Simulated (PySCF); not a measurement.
Steps of a relaxation of [Lu(NH3)2]3+

[Lu(NH3)2]3+ (singlet in the valence; each metal's 4f electrons, 14 of them, lie in its core potential, out of spins and levels; a saddle point, relaxed within its symmetry). PySCF 2.14.0, RKS BP86, Lu lcecp-1-SVP with ECP60, N def2-SVP, H def2-SVP; non-relativistic Hamiltonian with scalar-relativistic core potentials where named; density fitting; no spin-orbit coupling. Origin of the start: template. Columns: position (Å) and force (eV/Å). Energies are counted from the last step; some of the 7 steps are shown. Forces carry noise of the integration grid, about 0.01 to 0.03 eV/Å.

Run from Python with OMP_NUM_THREADS=2. Where DIIS fails, smearing, a level shift and second-order steps follow.
It took 71 s on 2 threads of Intel(R) Xeon(R) Processor @ 2.50GHz (Skylake/Cascade Lake) (shared host), from the converged density of the start.

```xyz
9
step 0  E = 0.197 eV
Lu    0.0000    0.0000    0.0000     0.00    0.00    0.00
N     0.0000    0.0000    2.4450     0.00    0.00   -2.49
H     0.8133    0.4696    2.8430     0.83    0.48    0.69
H    -0.8133    0.4696    2.8430    -0.83    0.48    0.69
H     0.0000   -0.9392    2.8430     0.00   -0.95    0.69
N     0.0000    0.0000   -2.4450     0.00    0.00    2.49
H     0.8133   -0.4696   -2.8430     0.83   -0.48   -0.69
H    -0.8133   -0.4696   -2.8430    -0.83   -0.48   -0.69
H     0.0000    0.9392   -2.8430     0.00    0.95   -0.69
```

```xyz
9
step 2  E = 0.006 eV
Lu    0.0000    0.0000    0.0000     0.00    0.00    0.00
N     0.0000    0.0000    2.3848     0.00    0.00   -0.11
H     0.8208    0.4739    2.8489    -0.10   -0.05   -0.03
H    -0.8208    0.4739    2.8489     0.10   -0.05   -0.03
H     0.0000   -0.9478    2.8489     0.00    0.11   -0.03
N     0.0000    0.0000   -2.3848     0.00    0.00    0.11
H     0.8208   -0.4739   -2.8489    -0.10    0.05    0.03
H    -0.8208   -0.4739   -2.8489     0.10    0.05    0.03
H     0.0000    0.9478   -2.8489     0.00   -0.11    0.03
```

```xyz
9
step 4  E = 0.000 eV
Lu    0.0000    0.0000    0.0000     0.00    0.00    0.00
N     0.0000    0.0000    2.3634     0.00    0.00    0.03
H     0.8157    0.4710    2.8345     0.00    0.00   -0.03
H    -0.8157    0.4710    2.8345     0.00    0.00   -0.03
H     0.0000   -0.9419    2.8345     0.00    0.00   -0.03
N     0.0000    0.0000   -2.3634     0.00    0.00   -0.03
H     0.8157   -0.4710   -2.8345     0.00    0.00    0.03
H    -0.8157   -0.4710   -2.8345     0.00    0.00    0.03
H     0.0000    0.9419   -2.8345     0.00    0.00    0.03
```

Task: Where does the relaxation end?

Result: It converges at step 6 in D3d:
```xyz
9
step 6  E = 0
Lu    0.0000    0.0000    0.0000
N     0.0000    0.0000    2.3594
H     0.8166    0.4715    2.8274
H    -0.8166    0.4715    2.8274
H     0.0000   -0.9430    2.8274
N     0.0000    0.0000   -2.3594
H     0.8166   -0.4715   -2.8274
H    -0.8166   -0.4715   -2.8274
H     0.0000    0.9430   -2.8274
```

Task: How did the contacts change?

Result: 
```json
{"contact": "Lu1–N2 (NH3)", "start (Å)": "2.445", "end (Å)": "2.359"}
{"contact": "Lu1–N6 (NH3)", "start (Å)": "2.445", "end (Å)": "2.359"}
```


An lcecp potential fixes the number of 4f electrons, so in runs with it no electron can move into or out of that shell.
